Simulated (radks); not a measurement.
Valence configurations of Ca II (all share [Ar]). Method: scalar-relativistic Kohn-Sham, BLYP, spin-polarised, spherical densities, finite nucleus; open shells are filled with parallel spins first; Fermi nuclear charge, rms radius 3.4776 fm; computed with a radial shooting solver on a logarithmic mesh with Libxc functionals. Energies are relative to 4s1; eigenvalues in eV for spin up.

valence	E (eV)	moment (Bohr magnetons)	e(3d)	e(4p)	e(4s)
4s1	0.000	1	-	-	-9.273
4p1	3.151	1	-	-6.689	-
3d1	1.520	1	-5.910	-	-
3d0.5 4p0.5	2.107	1	-7.480	-5.899	-
4s0.5 4p0.5	1.574	1	-	-6.417	-9.569
3d0.5 4s0.5	0.621	1	-7.009	-	-8.562

NIST lists [Ar] 4s1 as the ground configuration; this level of theory agrees among the configurations tried. The energies are those of spherical high-spin densities, not of single terms.
